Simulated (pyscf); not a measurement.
Elementary routes open to SnH₂ [singlet] + germane (GeH₄) in the gas phase (singlet surface):
A. H₃Ge–SnH₃ (Ge–H broken; Ge–Sn, H–Sn formed)
B. SnH₄ + germylene (GeH₂) [singlet] (Ge–H, Ge–H broken; H–Sn, H–Sn formed)

Single points on ωB97X-D3(BJ)/def2-SVP structures (PySCF, gas phase). Correlated levels are frozen-core, on RHF or UHF. ΔMP2 is the change of the MP2 total energy from the triple- to the quadruple-zeta basis.

Q: Rank the routes by free-energy barrier at 900 K, lowest first, for CCSD(T)/def2-TZVPP + ΔMP2(QZVPP) energies (ideal gas, 1 atm, RRHO with modes under 100 cm⁻¹ raised to 100, one conformer, R ln 2 for chiral ones without a mode under 150 cm⁻¹).

A: A (1.58 eV), B (2.54 eV)

Route A is the fastest of these, ahead of the next by 0.96 eV. The most stable products are those of A (ΔG = -0.07 eV), so kinetics and thermodynamics agree. At 298 K A is still the fastest. A: On the reactant side the descent ends in a bound adduct, 0.35 eV under the separated species and 0.63 eV under the saddle at ωB97X-D3(BJ)/def2-TZVP. B: On the reactant side the descent ends in a bound adduct, 0.36 eV under the separated species and 1.91 eV under the saddle at ωB97X-D3(BJ)/def2-TZVP. On the product side the descent ends in an adduct with a Ge–Sn, Ge–H contact, 0.67 eV under the separated species and 1.31 eV under the saddle at ωB97X-D3(BJ)/def2-TZVP. Only these routes are compared; each barrier is that of the saddle found, and lower ones may exist. The CCSD(T) − MP2 part came from Ansatz, without density fitting, on the same reference. The frozen core leaves the outer d or s,p core shells of the metals and heavy elements correlated in the MP2 and CC values, and def2-TZVPP describes them poorly, which can shift differences by a few kcal/mol. Elements up to Kr have no core potential and no relativistic terms here. Elements past Kr carry the def2 core potentials, without spin-orbit coupling.
